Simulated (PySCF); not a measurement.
What each rung costs, and what it gives

Saddle point of BHClOF, closed shell (BHClOF ([OH][B]([F])[Cl]) → BOF + HCl; bonds formed: Cl2–H4; bonds broken: B1–Cl2, O3–H4), PBE0-D4/def2-TZVP structure:

```
5
angstrom
B -0.4886 0.2892 0.3352
Cl 1.2530 -1.1017 -0.1264
O -0.4661 0.8226 -0.7940
H 0.6136 -0.1054 -0.9462
F -0.9121 0.0953 1.5313
```

Barriers are electronic and count from the start structure reached by relaxing down the imaginary mode.

PySCF 2.14 with density fitting (its default auxiliary sets; JK sets also for MP2 and CCSD(T)); basis: as named in each row; cores frozen in the correlated methods. B3LYP uses VWN-RPA correlation. Extrapolation: Hartree–Fock as exp(−7.88 √X), correlation as X^−2.97.

Times are rough, for one single point on 4 threads of a shared host (Arm Neoverse V1).

The estimate by CCSD(T) at an estimated basis limit (MP2 extrapolated from triple and quadruple zeta, plus CCSD(T) − MP2 in triple zeta) is 2.485 eV.

```json
{"method": "HF", "basis": "STO-3G", "time (s)": "under 1", "barrier (eV)": "3.775", "method less estimate": "1.290"}
{"method": "B3LYP-D4", "basis": "6-31G", "time (s)": "2", "barrier (eV)": "2.534", "method less estimate": "0.049"}
{"method": "PBE0-D4", "basis": "def2-SVP", "time (s)": "3", "barrier (eV)": "2.414", "method less estimate": "-0.070"}
{"method": "MP2", "basis": "def2-QZVPP", "time (s)": "3", "barrier (eV)": "2.411", "method less estimate": "-0.074"}
{"method": "PBE-D4", "basis": "def2-SVP", "time (s)": "3", "barrier (eV)": "2.127", "method less estimate": "-0.358"}
{"method": "SPW92", "basis": "def2-TZVPP", "time (s)": "5", "barrier (eV)": "2.132", "method less estimate": "-0.353"}
{"method": "PBE0-D4", "basis": "def2-TZVPP", "time (s)": "6", "barrier (eV)": "2.415", "method less estimate": "-0.070"}
{"method": "BHLYP-D4", "basis": "def2-TZVPP", "time (s)": "6", "barrier (eV)": "2.655", "method less estimate": "0.170"}
{"method": "CCSD(T)", "basis": "def2-SVP", "time (s)": "6", "barrier (eV)": "2.521", "method less estimate": "0.036"}
{"method": "B3LYP-D4", "basis": "def2-TZVPP", "time (s)": "6", "barrier (eV)": "2.356", "method less estimate": "-0.129"}
{"method": "PBE-D4", "basis": "def2-TZVPP", "time (s)": "6", "barrier (eV)": "2.145", "method less estimate": "-0.340"}
{"method": "r2SCAN-D4", "basis": "def2-TZVPP", "time (s)": "13", "barrier (eV)": "2.333", "method less estimate": "-0.152"}
{"method": "wB97M-V", "basis": "def2-TZVPP", "time (s)": "71", "barrier (eV)": "2.446", "method less estimate": "-0.039"}
{"method": "CCSD(T)", "basis": "def2-TZVPP", "time (s)": "120", "barrier (eV)": "2.503", "method less estimate": "0.018"}
```

All methods are single points on the PBE0-D4 structures.

No T1 diagnostic of these runs exceeds 0.016.

Labels in which every atom is bracketed show which atoms are joined, not bond orders.
